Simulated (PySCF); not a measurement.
From one molecule to another.

First species: W(CtBu)F3, C5H9F3W (singlet state).
SMILES: `CC(C)(C)[C]#[W]([F])([F])[F]`

Second species: C₅H₁₂N₂OSi.
SMILES: `CC(=O)N[C@@H]1CN[SiH2]C1`

Levels: PBE0/def2-SVPD for HOMO energy, LUMO energy, HOMO–LUMO gap and static isotropic polarisability; TDDFT PBE0/def2-SVPD for lowest singlet excitation; TDA PBE0/def2-SVPD for lowest triplet excitation (Tamm–Dancoff). Geometries: PBE0-D3(BJ)/def2-SVP. Each species is one conformer at its optimised geometry, gas phase (atoms past krypton carry core potentials, spin–orbit coupling is left out). Electronic properties by PySCF.

Values for the first species:

| Item | Value |
| --- | --- |
| HOMO energy | -7.36 eV |
| LUMO energy | -1.65 eV |
| HOMO–LUMO gap | 5.71 eV |
| Lowest singlet excitation | 3.62 eV |
| Lowest triplet excitation (Tamm–Dancoff) | 3.08 eV |
| Static isotropic polarisability | 99.6 au |

**Question.** Estimate the same properties for the second species, and the change in each.

**Answer.** 
```json
{"property": "HOMO energy", "first": "-7.36 eV", "second": "-6.90 eV", "second less first": "+0.46 eV"}
{"property": "LUMO energy", "first": "-1.65 eV", "second": "0.23 eV", "second less first": "+1.88 eV"}
{"property": "HOMO–LUMO gap", "first": "5.71 eV", "second": "7.13 eV", "second less first": "+1.42 eV"}
{"property": "lowest singlet excitation", "first": "3.62 eV", "second": "5.70 eV", "second less first": "+2.08 eV"}
{"property": "lowest triplet excitation (Tamm–Dancoff)", "first": "3.08 eV", "second": "5.17 eV", "second less first": "+2.09 eV"}
{"property": "static isotropic polarisability", "first": "99.6 au", "second": "102.9 au", "second less first": "+3.3 au"}
```

On the first: No computed singlet falls in the visible range (750 to 380 nm, 1.65 to 3.26 eV); S1 lies 0.36 eV above its blue end. S1 lies 2.09 eV below the HOMO–LUMO gap. Atoms past krypton carry effective core potentials; spin–orbit coupling is left out.

On the second: S1 lies 1.43 eV below the HOMO–LUMO gap. The vertical singlet–triplet gap S1 − T1 is 0.53 eV (TDDFT singlet less Tamm–Dancoff triplet).
